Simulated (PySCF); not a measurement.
F3OW, charge +1, singlet, at a GFN2-xTB geometry (such geometries of metal compounds can be far from the true shape) (the multiplicity is a formal guess) (core potentials on W).

The PySCF input:
```python
from pyscf import gto, scf

mol = gto.Mole()
mol.atom = '''
    W     0.032769    0.016614   -0.038327
    O     1.064733    0.539809   -1.245317
    F     0.854078   -0.920101    1.241003
    F    -1.273891   -1.045458   -0.632727
    F    -0.796051    1.349129    0.813805
'''
mol.basis = 'def2-svp'
mol.ecp = {'W': 'def2-svp'}
mol.charge = 1
mol.spin = 0
mol.verbose = 4
mol.build()

mf = scf.RHF(mol)
mf.kernel()
mf.analyze()
```

Question: Predict the number of basis functions from HF/def2-SVP run with PySCF.

Answer: 88

Question: Predict the HOMO-LUMO gap from HF/def2-SVP.

Answer: 15.49 eV

Question: Estimate the total energy that HF/def2-SVP returns for this input.

Answer: -439.0567 Eh

Question: What is the computed nuclear repulsion energy (HF/def2-SVP)?

Answer: 232.3125 Eh

Question: What is the computed HOMO energy (HF/def2-SVP)?

Answer: -22.62 eV
